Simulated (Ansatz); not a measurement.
[CuI2]- (CuI₂⁻) was relaxed with r2SCAN-D4 (def2-TZVPD) in Ansatz in these states: charge -1 singlet, neutral doublet. The geometries follow in no particular order.

In the def2 sets I takes a core potential; there is no spin–orbit coupling.

A:

```xyz
3

Cu    0.000    0.000    0.000
I     0.442    1.641    1.740
I    -0.441   -1.640   -1.740
```

B:

```xyz
3

Cu    0.0000    0.0000    0.0000
I    -1.3312   -1.6335    1.1137
I     1.3312    1.6335   -1.1138
```

Q: Judge from the bond lengths which geometry belongs to which state (an estimate).

A: A is the charge -1 singlet (Cu1–I2 2.432 Å, Cu1–I3 2.431 Å); B is the neutral doublet (Cu1–I2 2.383 Å, Cu1–I3 2.383 Å).
